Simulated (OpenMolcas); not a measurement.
Pt⁶⁺.

```yaml
Program: OpenMolcas
Method: CASSCF
Basis: ANO-RCC-VTZP [8s7p5d3f1g]
Scalar_Hamiltonian: DKH2, point nucleus
Active_space: 4 electrons in 5 orbitals (5d)
State_averaging: 2S+1 = 5 even, 5 roots; 2S+1 = 3 even, 45 roots kept (CI in the orbitals of an earlier block); 2S+1 = 1 even, 50 roots kept (CI in the orbitals of an earlier block)
Spin-orbit_coupling: state interaction with AMFI integrals over the reference wave functions, term energies averaged over their components
```

Levels without dynamic correlation, in cm-1 above 5d4 5D1:

| Level | E |
| --- | --- |
| 5d4 1I6 [69 %] | 50519 |
| 5d4 3P1(1) [69 %] | 31328 |
| 5d4 3D1 | 50958 |
| 5d4 1S0(1) [68 %] | 59133 |

On this reference, MS-CASPT2, IPEA 0.25 Eh, imaginary shift 0.1 Eh (closed shells correlated: 5s 5p) puts 5d4 1I6 [69 %] at 48670 cm-1.

Question: Estimate the other levels at that method by one scale factor, and say how well it serves.

Answer: The factor is 48670 / 50519 = 0.963. Scaled values beside those that MS-CASPT2 gives:
```
            Level  Scaled  MS-CASPT2  Miss (%)
5d4 3P1(1) [69 %]   30169      28660      +5.3
          5d4 3D1   49073      47320      +3.7
5d4 1S0(1) [68 %]   56945      54750      +4.0
```
For these levels the scaled values miss MS-CASPT2 by up to 5.3 %, as correlation changes each term by its own factor, spin-orbit parts do not scale and CASPT2 has its own spread within terms. This holds within one configuration; levels of others move differently, and the target method has errors of its own against measurement.

CASPT2 breaks the degeneracy within a term, and the mean is taken; among the terms shown or strongly mixed into the levels shown the widest spread is 1100 cm-1 (5d4 1I, MS-CASPT2). Terms from blocks run as CI alone lack orbitals of their own. Without dynamic correlation excited terms often stand tens of per cent too high (terms of higher spin than the ground term too low), and those without a measured partner can miss by more than the paired ones (holds for CASSCF). The CASPT2 spread within a term exceeds the gap to the next term for 5d4 3D and 5d4 1I, so the order of their levels is uncertain (holds for MS-CASPT2). Only configurations of the active space appear.

A share in square brackets marks a mixed level and gives the weight of the term that names it, the lowest over the columns. A number in round brackets counts repeated terms of one configuration in the order of the reference energies.
